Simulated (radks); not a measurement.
Values are calculated unless marked as measured or tabulated.
Neutral aluminium inside a hard spherical wall (all orbitals vanish at R), configuration held at [Ne] 3s2 3p1 and not refilled when levels cross. Level of theory: scalar-relativistic Kohn-Sham, LDA (Slater exchange, Perdew-Wang correlation), spin-polarised, spherical densities, point nucleus; open shells are filled with parallel spins first (a radial shooting solver on a logarithmic mesh with Libxc functionals). Eigenvalues in eV for spin up, with the zero of energy where the potential of the charges vanishes at infinity; a dash marks a level that is unbound or too diffuse for the functional's potential to be trusted. A positive occupied level is held by the wall or, in an anion where self-interaction has pushed it up, behind a barrier. The pressure on the wall is -dE/dV.

R (bohr)  E (hartree)  kinetic (hartree)    e(2s)    e(2p)   e(3s)   e(3p)  e(4s, empty)  e(4p, empty)  pressure (GPa)
free       -241.77144            241.949  -107.46  -69.688  -8.079  -3.013        -0.353             -               0
20         -241.77144            241.949  -107.46  -69.688  -8.079  -3.013        -0.330         0.361        < 0.0001
8          -241.76642            241.983  -107.10  -69.324  -7.843  -2.705         2.434         5.134           0.180
7          -241.75778            242.031  -106.70  -68.919  -7.585  -2.340         4.417         7.782           0.667
5          -241.65423            242.489  -103.96  -66.185  -5.601   0.412        15.956        21.365            12.4
4          -241.39297            243.398  -100.07  -62.286  -1.887   5.250        33.448        40.254            67.4
1.5        -224.07816            284.618  -42.560   -1.899  169.10  174.58        513.68        482.06           41900
